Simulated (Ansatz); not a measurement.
A search over several starts for the lowest SCF solution of Cu2N2H4⁻, that is (CuNH2)2 ring with one electron more at the given spin, in a small basis.

```yaml
crystal:
  periodic: [false, false, false]
  atoms:
    - {symbol: Cu, position_ang: [-0.772999, -0.653502, -0.455458]}
    - {symbol: N, position_ang: [-0.913139, 0.141940, 1.346063]}
    - {symbol: Cu, position_ang: [0.772931, 0.653679, 0.455395]}
    - {symbol: N, position_ang: [0.913100, -0.141894, -1.346091]}
    - {symbol: H, position_ang: [-0.895963, -0.456514, 2.175744]}
    - {symbol: H, position_ang: [-1.626480, 0.848553, 1.542667]}
    - {symbol: H, position_ang: [1.626391, -0.848638, -1.542419]}
    - {symbol: H, position_ang: [0.896148, 0.456386, -2.175900]}
basis:
  gaussian: {orbitals: def2-SVP}
total_charge: -1
magnetization: {spin_polarized: true, initial_magnetization: 1}
hamiltonian: {xc: pbe0, dispersion: d4}
output: {orbitals: {seedname: orbitals}}
```

```sh
$ ansatz run in.yaml --threads 4 --pin off --events-out ev --progress --plain --max-ram 3916MiB
```

Shortened log:

```
Functional definition: PBE0
1188 factors; integrals over basis functions are off by at most 8.0e-4 eV
mean field evaluation 1: about -92289.8338 eV, gradient 3.4e1 eV
mean field evaluation 2: about -92278.9693 eV, gradient 5.9e1 eV
mean field evaluation 4: about -92295.0570 eV, gradient 1.4e0 eV
mean field evaluation 8: about -92295.3326 eV, gradient 4.3e-1 eV
mean field evaluation 16: about -92295.3337 eV, gradient 3.9e-3 eV
mean field -92295.33373441 eV, -3391.7909547154 hartree, gradient 8.4e-5 eV, S^2 0.764809; 0 other end points of the search recorded, 0 dependent functions left out
reference -92295.33377328 eV, -3391.7909561438 hartree; 39, 38 occupied and 71, 72 virtual orbitals, 1188 factors
Total energy: -92295.51021971 eV, -3391.7974404308 hartree
```

Run time 4.5 s (4 threads of Arm Neoverse V2 on a shared host).

The highest occupied level of the charge -1 doublet lies above zero (up to 1.75 eV). Energy differences put its binding near zero (0.00 eV; vertical, to the charge 0 singlet, at PBE0-D4/def2-TZVPD), which leaves it undecided.
